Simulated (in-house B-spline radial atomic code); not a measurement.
A fraction x of an electron is moved 2s → 2p in N³⁺, starting from [He] 2s2 and keeping the highest spin. Method: scalar-relativistic (X2C) OLYP, spin-polarised, spherical fractional occupations, Fermi nucleus of rms radius 2.5582 fm. Calculated with an all-electron radial atomic-structure program (B-spline basis).

```json
{"x": "0", "E(x) - E(0) (eV)": "0.0000", "2s down level (eV)": "-68.151", "2p up level (eV)": "-"}
{"x": "0.125", "E(x) - E(0) (eV)": "1.3724", "2s down level (eV)": "-67.551", "2p up level (eV)": "-57.044"}
{"x": "0.25", "E(x) - E(0) (eV)": "2.6263", "2s down level (eV)": "-66.906", "2p up level (eV)": "-57.350"}
{"x": "0.375", "E(x) - E(0) (eV)": "3.7618", "2s down level (eV)": "-66.227", "2p up level (eV)": "-57.611"}
{"x": "0.5", "E(x) - E(0) (eV)": "4.7814", "2s down level (eV)": "-65.527", "2p up level (eV)": "-57.821"}
{"x": "0.625", "E(x) - E(0) (eV)": "?", "2s down level (eV)": "?", "2p up level (eV)": "?"}
{"x": "0.75", "E(x) - E(0) (eV)": "6.4982", "2s down level (eV)": "-64.207", "2p up level (eV)": "-58.099"}
{"x": "0.875", "E(x) - E(0) (eV)": "?", "2s down level (eV)": "?", "2p up level (eV)": "?"}
{"x": "1", "E(x) - E(0) (eV)": "8.0026", "2s down level (eV)": "-", "2p up level (eV)": "-58.293"}
```

**Question.** What belongs in the row x = 0.625?

**Answer.** An energy change of 5.6904 eV; 2s down at -64.831 eV, 2p up at -57.982 eV.

**Question.** What belongs in the row x = 0.875?

**Answer.** An energy change of 7.2341 eV; 2s down at -63.999 eV, 2p up at -58.190 eV.

**Question.** Check Janak's theorem between x = 0.125 and 0.25.

**Answer.** The slope of the energy is 10.03 eV; the orbital levels give 10.03 eV (ε of the receiving orbital less ε of the emptying one, averaged over the two points).
